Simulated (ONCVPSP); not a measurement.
Before and after: ONCV potential for gallium (Ga)

ONCVPSP 4.0.1 input, shortened (lines: element, Z, core and valence counts, functional; n l f; lmax; l rc ep ncon nbas qcut; lloc lpopt rc5 dvloc0; l nproj debl; icmod fcfact rcfact), PBE, scalar-relativistic:

```
  Ga 31.00    5    3        4      upf
    1    0    2.00
    2    0    2.00
    2    1    6.00
    3    0    2.00
    3    1    6.00
    3    2   10.00
    4    0    2.00
    4    1    0.75
    2
    0    1.80    0.00    4    9    3.90
    1    2.60    0.00    3    7    3.00
    2    1.40    0.00    4    9   12.40
    4    2    1.25    0.00
    0    2    3.10
    1    2    0.50
    2    1    0.90
    3    2.50    1.00
```

All-electron outer shells of the reference configuration (PBE, scalar-relativistic, ld1.x):

| shell | level (eV) | outermost node (bohr) | outermost maximum (bohr) |
| --- | --- | --- | --- |
| 3s | -149.96 | 0.27 | 0.56 |
| 3p | -100.69 | 0.24 | 0.56 |
| 3d | -20.99 | – | 0.53 |
| 4s | -10.62 | 0.81 | 1.87 |
| 4p | -4.04 | 0.87 | 2.47 |

Change: core correction Teter function, fcfact 2.5, rcfact 1.92.

Cutoffs: the cutoffs (Ha) at which the residual kinetic energy of the hardest occupied pseudo-wave falls to 1 and 0.1 mHa per electron; they do not see the model core or the augmentation charge, which bear on the density cutoff. Errors are all-electron minus pseudo energies relative to the spin-unpolarised reference configuration.

Problem. What does the change do?

Solution. The potential gets neither clearly harder nor softer (58 Ha and 65 Ha → 58 Ha and 65 Ha); of the 4 tests that both files solve, the error grows in 2 and shrinks in 1 by more than 15 % and 0.3 meV (median size 2.2 → 10.9 meV); neither file shows a bound ghost. A model core, the more so a compact one, raises the density cutoff, which this test does not measure.

| quantity | base | changed |
| --- | --- | --- |
| cutoff, loose | 58 Ha | 58 Ha |
| cutoff, tight | 65 Ha | 65 Ha |
| bound ghosts | none | none |
| GHOST(+) flags under 300 eV | s at 141.5 eV | s at 141.5 eV |
| error for 3d10 4s2 4p1, meV [ΔE -0.82 eV] | 0.0 | 0.0 |
| error for 3d10 4s2 4p0, meV [ΔE 4.86 eV] | -1.4 | -1.7 |
| error for 3d10 4s1 4p0, meV [ΔE 25.99 eV] | +3.0 | -21 |
| error for 3d10 4s0 4p3, meV [ΔE 12.55 eV] | +38 | +20 |
| s: phases at 1.82 bohr within 0.05 rad from the reference energy up to (Ha; the scan ends near 5) | 4.3 | 4.3 |
| p: phases at 2.64 bohr within 0.05 rad from the reference energy up to (Ha; the scan ends near 5) | 1.7 | 1.7 |
| d: phases at 1.42 bohr within 0.05 rad from the reference energy up to (Ha; the scan ends near 5) | 0.6 | 0.6 |
| rms error of d²Exc/dni dnj with the model core, mHa | 4.60 | 0.53 |
